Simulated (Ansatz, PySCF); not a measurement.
C3H7BO2, SMILES C[C@@H]1COB1O.

Coordinates come from a B3LYP-D3(BJ)/def2-SVP optimisation. The structure was generated by enumeration; whether it is a known compound was not checked. Other conformers were not sampled.

Vertical ionisation energy (IE) and electron affinity (EA) in eV. Rows of orbital energies are one-electron estimates. Where ΔSCF, EOM or ADC give a negative EA the extra electron is unbound and the value depends on the basis.

```csv
level,IE,EA
"−ε(HOMO), −ε(LUMO), M06-2X/def2-TZVP (PySCF)",9.37,-1.09
"−ε(HOMO), −ε(LUMO), PBE/def2-TZVP (PySCF)",6.63,0.27
"ΔSCF, CAM-B3LYP/def2-SVPD (Ansatz), final states of multiplicity 2 and 2",10.51,-1.11
"ΔSCF, PBE/def2-SVPD (Ansatz), final states of multiplicity 2 and 2",9.85,-0.89
```

Q: What vertical singlet–triplet gap does ΔSCF give with CAM-B3LYP/def2-SVPD (Ansatz, an electronic-structure program) and with PBE/def2-SVPD (Ansatz)? (Estimate from the structure and the level; the computed values follow.)

A: 7.04 and 6.23 eV (triplet above singlet where positive).
